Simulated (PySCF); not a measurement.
Species: C3H11B2N.
Bonds: B1–N2, N2–B3, B3–C4, C4–C5, C5–C6. Hydrogens: H7, H8 on B1; H9 on N2; H10 on B3; H11, H12 on C4; H13, H14 on C5; H15, H16, H17 on C6.

Computed with PBE0-D3(BJ)/def2-SVP geometry optimisation, gas phase (PySCF 2.14.0).

(1) What internal coordinates does the optimisation give?

Results:

(1) 
| bond | length (Å) |
| --- | --- |
| B1–N2 | 1.415 |
| N2–B3 | 1.429 |
| B3–C4 | 1.570 |
| C4–C5 | 1.528 |
| C5–C6 | 1.521 |
| B1–H7, B1–H8 | 1.209 |
| N2–H9 | 1.017 |
| B3–H10 | 1.212 |
| C4–H11, C4–H12 | 1.109 |
| C5–H13, C5–H14 | 1.104 |
| C6–H15, C6–H16, C6–H17 | 1.102 |

Bonds in one row agree within 0.01 Å and their mean is given. A selection of angles:
| angle | degrees |
| --- | --- |
| N2–B1–H7 | 119.1 |
| H7–B1–H8 | 121.5 |
| B1–N2–B3 | 126.8 |
| B1–N2–H9 | 116.7 |
| B3–N2–H9 | 116.5 |
| N2–B3–C4 | 121.7 |
| N2–B3–H10 | 116.9 |
| C4–B3–H10 | 121.4 |
| B3–C4–C5 | 115.9 |
| B3–C4–H11 | 104.9 |
| B3–C4–H12 | 111.3 |
| C5–C4–H11 | 108.8 |
| H11–C4–H12 | 104.6 |
| C4–C5–C6 | 113.7 |
| C4–C5–H13 | 109.4 |
| C6–C5–H13 | 109.3 |
| H13–C5–H14 | 105.3 |
| C5–C6–H15 | 111.3 |
| H15–C6–H16 | 107.2 |

Dihedral angles: B1–N2–B3–C4 178° (antiperiplanar); N2–B3–C4–C5 152° (antiperiplanar); B3–C4–C5–C6 176° (antiperiplanar). The mirror-image conformer, all signs reversed, is as good.

B1 (three-coordinate boron) is planar (angles 121.5°, 119.4° and 119.1°, sum 360.0°, 0.00 Å off the plane of its three neighbours). B3 (three-coordinate boron) is planar (angles 121.7°, 121.4° and 116.9°, sum 360.0°, 0.01 Å off the plane of its three neighbours). Of the pairs four or more bonds apart, H9···H12 is among the closest relative to their van der Waals radii: 2.50 Å, 104 % of the sum of Bondi's values. N2 (boron-bound nitrogen) is planar (angles 126.8°, 116.7° and 116.5°, sum 360.0°, 0.00 Å off the plane of its three neighbours).

Point group: C1 (no symmetry element, even within 0.4 Å). Stationary, but not proved a minimum. One conformer, not necessarily the lowest.

Time: 2.2 min wall, 94 s CPU. Hardware: one thread, x86-64 server, shared host. This is the geometry optimisation.
